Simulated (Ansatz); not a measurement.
Spectroscopic constants of AgCl, closed-shell singlet (the spin of the measured ground state). No spin–orbit coupling.

Constants: fifth-degree fit in 1/R to seven points, most abundant isotopes. In def2 and cc sets the state is the lowest found near the PBE0 minimum, followed along R. The singlet is held restricted.

Correlated levels freeze the inner cores; with def2 sets outer-core shells near the valence are correlated too. CBS: X⁻³ extrapolation of the correlation energy, Hartree–Fock from the larger set.

Codes used: Ansatz (Gaussian orbitals).  In def2 rows elements past Kr take small-core potentials, without spin–orbit coupling.

Quantity: ω_e, from seven points a level.

Costs are ratios of core time to PBE/def2-TZVPP (roughly 12 s), for whole runs (searches for the state included, and forces where a run took them) on one shared machine, so rough; each error counts from the measured 343.49 cm⁻¹ [Huber and Herzberg (1979), NIST Chemistry WebBook].

```tsv
level	basis functions	cost	error (cm⁻¹)
SVWN5/def2-TZVPP	98	×0.7	21
PBE/def2-TZVPP	98	×1	-13
B3LYP/def2-TZVPP	98	×1	-18
PBE0/def2-TZVPP	98	×1	-7
BHLYP/def2-TZVPP	98	×1	-12
CAM-B3LYP/def2-TZVPP	98	×2	-3
B2PLYP/def2-TZVPP	98	×2	-7
wB97X-V/def2-TZVPP	98	×3	-1
wB97M-V/def2-TZVPP	98	×3	-5
CCSD(T)/def2-TZVPP	98	×6	-4
CCSD(T)/def2-QZVPP	158	×20	-1
CCSD(T)/CBS(def2-TZVPP, def2-QZVPP)	-	×30	3
```

What the step from CCSD(T)/def2-TZVPP to CCSD(T)/def2-QZVPP costs and buys: 98 to 158 functions, cost ×3 (rough); the error goes from -4 to -1 cm⁻¹.

Ansatz is an electronic-structure program.
